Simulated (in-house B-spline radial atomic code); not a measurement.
Inner levels of palladium as electrons are removed. A shift is the extra binding of the orbital against the neutral atom ([Kr] 4d10). The density at the nucleus is averaged over the nuclear charge. Computed with an all-electron radial atomic-structure program (B-spline basis): Dirac-Hartree-Fock, jj configuration that fills j = l - 1/2 first, finite nuclei.

A number in brackets counts the electrons of a j subshell.

```csv
ion,configuration,shift of 1s1/2 (eV),shift of 3p3/2 (eV),shift of 2p1/2 (eV),radius of 1s1/2 (bohr),radius of 3p3/2 (bohr),radius of 2p1/2 (bohr),Σ<r²> (bohr²),change of density at nucleus (bohr⁻³)
Pd13+,[Ar] 3d10 4s2 4p1/2(2) 4p3/2(1),301.32,287.6,300.14,0.031844,0.37765,0.11714,7.2603,178.21
Pd14+,[Ar] 3d10 4s2 4p1/2(2),?,?,?,?,?,?,?,?
Pd15+,[Ar] 3d10 4s2 4p1/2(1),373.38,351.16,368.75,0.031843,0.37653,0.11711,5.3103,231.37
Pd16+,[Ar] 3d10 4s2,411.46,384.59,404.46,0.031842,0.37582,0.11711,4.4256,257
Pd17+,[Ar] 3d10 4s1,450.33,419.02,441.79,0.031841,0.37507,0.11709,3.6215,-21.069
Pd18+,[Ar] 3d10,490.17,454.13,479.99,0.031841,0.37429,0.11706,2.8533,-317.33
Pd19+,[Ar] 3d3/2(4) 3d5/2(5),564.46,510.95,555.14,0.031842,0.37057,0.11701,2.6397,-258.17
Pd20+,[Ar] 3d3/2(4) 3d5/2(4),641.16,569.08,632.61,0.031842,0.36688,0.11695,2.439,-196.05
Pd21+,[Ar] 3d3/2(4) 3d5/2(3),?,?,?,?,?,?,?,?
Pd22+,[Ar] 3d3/2(4) 3d5/2(2),801.74,689.2,794.46,0.031844,0.35965,0.11681,2.0723,-62.959
Pd23+,[Ar] 3d3/2(4) 3d5/2(1),885.6,751.18,878.8,0.031845,0.3561,0.11673,1.9044,8.021
Pd24+,[Ar] 3d3/2(4),971.84,814.41,965.39,0.031845,0.35259,0.11664,1.7457,81.959
Pd25+,[Ar] 3d3/2(3),?,?,?,?,?,?,?,?
Pd26+,[Ar] 3d3/2(2),1153.37,949.81,1140.39,0.031847,0.34526,0.11624,1.4566,242.47
```

(1) Fill in the row of Pd14+.

(2) Fill in the row of Pd21+.

(3) Fill in the row of Pd25+.

## Answers

(1) shift of 1s1/2 (eV): 336.45; shift of 3p3/2 (eV): 318.54; shift of 2p1/2 (eV): 334.03; radius of 1s1/2 (bohr): 0.031843; radius of 3p3/2 (bohr): 0.3772; radius of 2p1/2 (bohr): 0.11711; Σ<r²> (bohr²): 6.2452; change of density at nucleus (bohr⁻³): 206.65.

(2) shift of 1s1/2 (eV): 720.25; shift of 3p3/2 (eV): 628.5; shift of 2p1/2 (eV): 712.39; radius of 1s1/2 (bohr): 0.031843; radius of 3p3/2 (bohr): 0.36324; radius of 2p1/2 (bohr): 0.11689; Σ<r²> (bohr²): 2.2502; change of density at nucleus (bohr⁻³): -130.98.

(3) shift of 1s1/2 (eV): 1061.41; shift of 3p3/2 (eV): 881.48; shift of 2p1/2 (eV): 1051.86; radius of 1s1/2 (bohr): 0.031846; radius of 3p3/2 (bohr): 0.3489; radius of 2p1/2 (bohr): 0.11644; Σ<r²> (bohr²): 1.5973; change of density at nucleus (bohr⁻³): 160.7.
